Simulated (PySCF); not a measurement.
**Löwdin shares of the frontier orbitals**

Species: 3-fluoroanisole, C7H7FO.
Geometry (GFN2-xTB, Å), atoms numbered from 1 in this order:
```xyz
16
C7H7FO angstrom
C      2.6340    0.4306    0.6142
O      1.7395   -0.6488    0.4773
C      0.4212   -0.3819    0.3015
C     -0.4190   -1.4917    0.1745
C     -1.7752   -1.3275   -0.0106
C     -2.3337   -0.0595   -0.0745
C     -1.4896    1.0235    0.0548
F     -2.0051    2.2713   -0.0012
C     -0.1245    0.8957    0.2424
H      2.6397    1.0628   -0.2793
H      2.3942    1.0407    1.4908
H      3.6177   -0.0175    0.7448
H      0.0230   -2.4737    0.2268
H     -2.4094   -2.1950   -0.1071
H     -3.3909    0.0909   -0.2187
H      0.4704    1.7891    0.3369
```

Theory: TDDFT PBE0/def2-SVPD, vertical, gas phase, core orbitals frozen in the response in PySCF.

Frontier orbitals with the atoms that hold most of them (Löwdin shares over 4%, at most four atoms; ? is withheld):

```
orbital  ε (eV)                              atoms
 HOMO-3   -9.83      O2 42%, C1 14%, C3 10%, C9 8%
 HOMO-2   -9.38      O2 27%, C6 15%, C5 13%, C1 9%
 HOMO-1   -7.46                                  ?
   HOMO       ?                                  ?
   LUMO   -0.31     C5 24%, C9 18%, C4 15%, C7 13%
 LUMO+1   -0.02     C3 21%, C6 19%, C7 16%, C4 11%
 LUMO+2    0.71  C1 30%, H11 12%, H10 12%, H12 10%
```

(1) Which atoms hold the HOMO, and with what shares?

(2) Give the leading atoms of the HOMO-1.

(3) What is the HOMO energy, and the HOMO–LUMO gap?

Results:

(1) C6 (bonded to 2 C and H) 20%; O2 (bonded to 2 C) 19%; C4 (bonded to 2 C and H) 17%; C3 (bonded to 2 C and O) 13%. By element: carbon 49% or more, oxygen 19%.

(2) C9 (bonded to 2 C and H) 28%; C5 (bonded to 2 C and H) 19%; C7 (bonded to 2 C and F) 14%; C4 (bonded to 2 C and H) 13%.

(3) ε(HOMO) = -6.68 eV; the gap is 6.37 eV (0.2339 hartree).

Question: The HOMO–LUMO gap is 6.37 eV. Where does the response calculation put the lowest singlet, and from which orbitals?

Answer: S1 is at 5.24 eV (f = 0.028), 1.12 eV below the gap, made of HOMO→LUMO (78%), HOMO-1→LUMO+1 (22%). Without the coupling terms of the response equations the lowest excitation would equal the gap.

Question: Give energy, strength and leading configuration of S1 and S2, and follow the Löwdin shares of the leading atoms from the occupied to the empty orbital.

Answer: 
- S1 (5.24 eV, f 0.028), HOMO→LUMO (78%): C6 20% → at most 14%, O2 19% → at most 14%, C5 at most 13% → 24%, C9 at most 13% → 18%
- S2 (5.97 eV, f 0.092), HOMO→LUMO+1 (77%): C6 20% → 19%, O2 19% → at most 12%, C3 13% → 21%

Hardware: x86-64 server, one thread, no GPU, on a shared host. Cost: 69 s.

One conformer stands for the species.
